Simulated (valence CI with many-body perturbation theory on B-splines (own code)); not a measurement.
# Re⁶⁸⁺: electric-dipole lines

Computed by valence CI with perturbative core correlation (CI+MBPT): five valence electrons over a frozen Dirac-Fock core [He], radial functions for each j: 11 s, 11 p, 10 d, 8 f, 5 g, 2 h, with the one-electron correlation potential Σ1, the two-electron term Σ2, the three-electron term Σ3, Breit, model QED; selected CI, second order for the rest, scaled by the run's own slope (own B-spline code, finite nucleus).

The last digits are not significant, and no measured levels were compared; by estimate large intervals hold to a few tenths of a per cent, small ones and those within an open d or f shell to about a per cent. Among the levels kept, up to 7500 cm⁻¹ of a level comes from second order outside the variational space, and about a tenth of that is noise between levels of different J, which matters for small intervals.

Lines 51 to 100 of 600 in falling wavelength, among levels below 108340 × 10³ cm⁻¹, chosen from the strongest by gf and those to the six lowest levels. Wavelengths and rates use the calculated energies. Electric multipoles are in the length gauge, E1 and E2 with the static RPA response of the core. Weak lines are less certain than strong ones. Lines between different terms over intervals too small for the method are left out, as are lines whose strength nearly cancels. The highest levels of a list are the least certain.

Levels are named by their leading jj configuration (3d3/2^4 stands for four electrons in 3d with j = 3/2), which in mixed levels can hold well under half, so a name can repeat and another be missing. Letters in brackets count levels of one name in rising energy.

```
λ vac (nm)                               Upper                               Lower   A (s⁻¹)  log gf  Branch %
     3.503          (2s 2p1/2^2 2p3/2^2) J=5/2          (2s^2 2p1/2 2p3/2^2) J=3/2  3.25e+10   -1.45       1.0
     3.219          (2s 2p1/2^2 2p3/2^2) J=1/2          (2s^2 2p1/2 2p3/2^2) J=1/2  7.41e+10   -1.64       0.6
     2.863       (2p1/2^2 2p3/2^2 3p3/2) J=5/2  (2s 2p1/2 2p3/2^2 3p3/2) J=7/2 [b]  1.15e+11   -1.07       0.0
     2.851       (2p1/2^2 2p3/2^2 3p3/2) J=7/2      (2s 2p1/2 2p3/2^2 3p3/2) J=9/2  1.17e+11   -0.94       0.0
     2.816          (2s 2p1/2^2 2p3/2^2) J=3/2          (2s^2 2p1/2 2p3/2^2) J=5/2  8.56e+10   -1.39       0.4
     2.675          (2s 2p1/2^2 2p3/2^2) J=3/2          (2s^2 2p1/2 2p3/2^2) J=3/2  2.73e+10   -1.93       0.1
     2.401  (2s 2p1/2 2p3/2^2 3d3/2) J=3/2 [e]  (2s 2p1/2 2p3/2^2 3p1/2) J=1/2 [c]  2.46e+11   -1.07       0.0
     2.393  (2s 2p1/2 2p3/2^2 3p3/2) J=3/2 [a]     (2s 2p1/2 2p3/2^2 3s) J=5/2 [b]  2.73e+11   -1.03       0.1
     2.393  (2s 2p1/2 2p3/2^2 3d3/2) J=7/2 [b]  (2s 2p1/2 2p3/2^2 3p1/2) J=5/2 [b]  4.44e+11   -0.52       0.0
     2.389  (2s^2 2p1/2 2p3/2 3d3/2) J=5/2 [b]  (2s^2 2p1/2 2p3/2 3p1/2) J=3/2 [b]  5.75e+11   -0.53       0.0
     2.385  (2s 2p1/2 2p3/2^2 3d3/2) J=5/2 [e]  (2s 2p1/2 2p3/2^2 3p1/2) J=3/2 [d]  5.72e+11   -0.53       0.0
     2.377  (2s 2p1/2 2p3/2^2 3p3/2) J=5/2 [a]     (2s 2p1/2 2p3/2^2 3s) J=3/2 [a]  5.81e+11   -0.53       0.1
     2.370  (2s 2p1/2 2p3/2^2 3d3/2) J=5/2 [b]  (2s 2p1/2 2p3/2^2 3p1/2) J=5/2 [b]  7.32e+11   -0.43       0.0
     2.369  (2s 2p1/2 2p3/2^2 3p3/2) J=7/2 [b]     (2s 2p1/2 2p3/2^2 3s) J=5/2 [b]  5.87e+11   -0.40       0.3
     2.363  (2s^2 2p1/2 2p3/2 3d3/2) J=3/2 [b]  (2s^2 2p1/2 2p3/2 3p1/2) J=3/2 [b]  6.64e+11   -0.65       0.0
     2.360  (2s 2p1/2 2p3/2^2 3d3/2) J=3/2 [f]  (2s 2p1/2 2p3/2^2 3p1/2) J=3/2 [d]  4.26e+11   -0.85       0.0
     2.343  (2s 2p1/2 2p3/2^2 3p3/2) J=3/2 [e]     (2s 2p1/2 2p3/2^2 3s) J=1/2 [c]  6.33e+11   -0.68       0.2
     2.340  (2s^2 2p1/2 2p3/2 3d3/2) J=5/2 [a]      (2s^2 2p1/2 2p3/2 3p1/2) J=5/2  1.89e+11   -1.03       0.1
     2.340  (2s 2p1/2 2p3/2^2 3p3/2) J=1/2 [a]     (2s 2p1/2 2p3/2^2 3s) J=3/2 [a]  1.45e+12   -0.62       0.3
     2.338  (2s 2p1/2 2p3/2^2 3d3/2) J=3/2 [b]  (2s 2p1/2 2p3/2^2 3p1/2) J=5/2 [b]  1.01e+12   -0.48       0.1
     2.337  (2s 2p1/2 2p3/2^2 3d3/2) J=1/2 [d]  (2s 2p1/2 2p3/2^2 3p1/2) J=1/2 [c]  6.98e+11   -0.94       0.0
     2.331  (2s^2 2p1/2 2p3/2 3p3/2) J=3/2 [a]     (2s^2 2p1/2 2p3/2 3s) J=3/2 [b]  6.28e+11   -0.69      12.9
     2.329  (2s 2p1/2^2 2p3/2 3p3/2) J=3/2 [a]     (2s 2p1/2^2 2p3/2 3s) J=3/2 [a]  1.15e+12   -0.43       0.3
     2.322  (2s 2p1/2 2p3/2^2 3p3/2) J=5/2 [c]     (2s 2p1/2 2p3/2^2 3s) J=3/2 [d]  3.74e+11   -0.74       0.1
     2.322  (2s 2p1/2 2p3/2^2 3p3/2) J=1/2 [c]     (2s 2p1/2 2p3/2^2 3s) J=1/2 [c]  1.29e+12   -0.68       0.2
     2.319       (2p1/2^2 2p3/2^2 3p3/2) J=5/2          (2p1/2^2 2p3/2^2 3s) J=3/2  6.21e+11   -0.52       0.1
     2.318  (2s^2 2p1/2 2p3/2 3d3/2) J=1/2 [b]  (2s^2 2p1/2 2p3/2 3p1/2) J=3/2 [b]  8.48e+11   -0.86       0.0
     2.315  (2s 2p1/2 2p3/2^2 3p3/2) J=7/2 [c]     (2s 2p1/2 2p3/2^2 3s) J=5/2 [c]  1.50e+12   -0.01       0.4
     2.315          (2s^2 2p3/2^2 3p3/2) J=5/2             (2s^2 2p3/2^2 3s) J=3/2  7.54e+11   -0.44       6.6
     2.314       (2p1/2^2 2p3/2^2 3p3/2) J=1/2          (2p1/2^2 2p3/2^2 3s) J=3/2  1.26e+12   -0.69       0.3
     2.314  (2s 2p1/2^2 2p3/2 3d3/2) J=3/2 [b]  (2s 2p1/2^2 2p3/2 3p1/2) J=3/2 [b]  4.06e+11   -0.88       0.3
     2.312  (2s 2p1/2^2 2p3/2 3d3/2) J=5/2 [a]      (2s 2p1/2^2 2p3/2 3p1/2) J=5/2  5.71e+11   -0.56       0.3
     2.310          (2s^2 2p3/2^2 3p3/2) J=1/2             (2s^2 2p3/2^2 3s) J=3/2  1.58e+12   -0.60      10.4
     2.308  (2s 2p1/2^2 2p3/2 3d3/2) J=5/2 [a]  (2s 2p1/2^2 2p3/2 3p1/2) J=3/2 [a]  4.97e+11   -0.62       0.3
     2.308  (2s 2p1/2^2 2p3/2 3d3/2) J=3/2 [b]      (2s 2p1/2^2 2p3/2 3p1/2) J=1/2  5.37e+11   -0.77       0.3
     2.306  (2s 2p1/2 2p3/2^2 3d3/2) J=5/2 [a]  (2s 2p1/2 2p3/2^2 3p1/2) J=5/2 [a]  5.96e+11   -0.55       0.2
     2.291  (2s 2p1/2 2p3/2^2 3d3/2) J=3/2 [c]  (2s 2p1/2 2p3/2^2 3p1/2) J=1/2 [a]  9.32e+11   -0.53       0.4
     2.290  (2s 2p1/2 2p3/2^2 3p3/2) J=5/2 [c]     (2s 2p1/2 2p3/2^2 3s) J=3/2 [b]  1.12e+12   -0.28       0.3
     2.290          (2s^2 2p3/2^2 3d3/2) J=5/2          (2s^2 2p3/2^2 3p1/2) J=5/2  5.85e+11   -0.56       0.0
     2.289  (2s 2p1/2^2 2p3/2 3p3/2) J=5/2 [b]     (2s 2p1/2^2 2p3/2 3s) J=3/2 [b]  1.44e+12   -0.17       0.5
     2.289      (2s^2 2p3/2^2 3d3/2) J=3/2 [a]          (2s^2 2p3/2^2 3p1/2) J=3/2  8.65e+11   -0.57       0.1
     2.289  (2s 2p1/2 2p3/2^2 3d5/2) J=5/2 [a]  (2s 2p1/2 2p3/2^2 3p1/2) J=3/2 [c]  4.22e+11   -0.70       0.1
     2.288  (2s 2p1/2 2p3/2^2 3d3/2) J=7/2 [c]  (2s 2p1/2 2p3/2^2 3p1/2) J=5/2 [c]  1.05e+12   -0.18       2.4
     2.288          (2s^2 2p3/2^2 3d3/2) J=7/2          (2s^2 2p3/2^2 3p1/2) J=5/2  1.11e+12   -0.16       0.1
     2.288  (2s^2 2p1/2 2p3/2 3d3/2) J=3/2 [a]  (2s^2 2p1/2 2p3/2 3p1/2) J=3/2 [a]  4.34e+11   -0.87       0.1
     2.285  (2s 2p1/2^2 2p3/2 3d3/2) J=5/2 [b]  (2s 2p1/2^2 2p3/2 3p1/2) J=3/2 [b]  1.10e+12   -0.29       1.3
     2.285  (2s 2p1/2^2 2p3/2 3d3/2) J=3/2 [a]  (2s 2p1/2^2 2p3/2 3p1/2) J=3/2 [a]  8.83e+11   -0.56       0.3
     2.283  (2s 2p1/2 2p3/2^2 3p3/2) J=5/2 [d]     (2s 2p1/2 2p3/2^2 3s) J=5/2 [c]  3.37e+11   -0.80       0.5
     2.283  (2s^2 2p1/2 2p3/2 3d3/2) J=5/2 [a]  (2s^2 2p1/2 2p3/2 3p1/2) J=3/2 [a]  8.84e+11   -0.38       0.5
     2.282  (2s^2 2p1/2 2p3/2 3p3/2) J=1/2 [a]         (2s^2 2p1/2 2p3/2 3s) J=1/2  1.10e+12   -0.77      13.5
```
